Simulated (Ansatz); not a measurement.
The cluster Ge4O5, relaxed as a singlet with RKS PBE-D4/def2-SVP in Ansatz, starting from the GFN2-xTB geometry. Force threshold 0.02 eV/Å.

The structure holds 1 bond(s) between oxygen atoms. Another isomer (singlet) lies 3.88 eV lower at PBE0-D4/def2-TZVP; other spin states weren't run for this one.

Start:

| atom | x (Å) | y (Å) | z (Å) |
| --- | --- | --- | --- |
| Ge1 | -1.497 | 0.689 | -1.851 |
| Ge2 | 2.336 | -1.019 | 0.217 |
| Ge3 | 0.528 | 1.492 | 1.908 |
| Ge4 | -0.815 | -2.410 | -0.306 |
| O5 | 0.915 | -2.062 | -0.054 |
| O6 | -1.373 | -0.943 | -1.156 |
| O7 | -1.084 | 1.879 | -0.621 |
| O8 | -0.653 | 2.036 | 0.722 |
| O9 | 1.642 | 0.339 | 1.143 |

Q: Estimate the energy that the relaxation releases and the steps that it takes.

A: 0.80 eV, in 22 steps; 63 s on 4 threads of Arm Neoverse V2 on a shared host. No frequencies were taken in this run, so the end may be a saddle point.

Q: Does the start keep its bonding and symmetry?

A: Bonds formed: Ge1–O9, Ge3–O6 (atoms count from 1). Point group C2 at the start, C2v at the end, both within 0.05 Å.

Q: Predict the relaxed structure.

A: 
```xyz
9

Ge   -0.301    0.654   -1.457
Ge    2.280   -0.962   -0.057
Ge   -0.253    0.595    1.492
Ge   -0.816   -2.336   -0.033
O     1.011   -2.278   -0.064
O    -1.163   -0.510    0.009
O    -0.970    2.172   -0.672
O    -0.946    2.143    0.790
O     1.158    0.521   -0.008
```
Bond lengths: 10 × Ge–O 1.83 to 2.06 Å; 1 × O–O 1.46 Å.
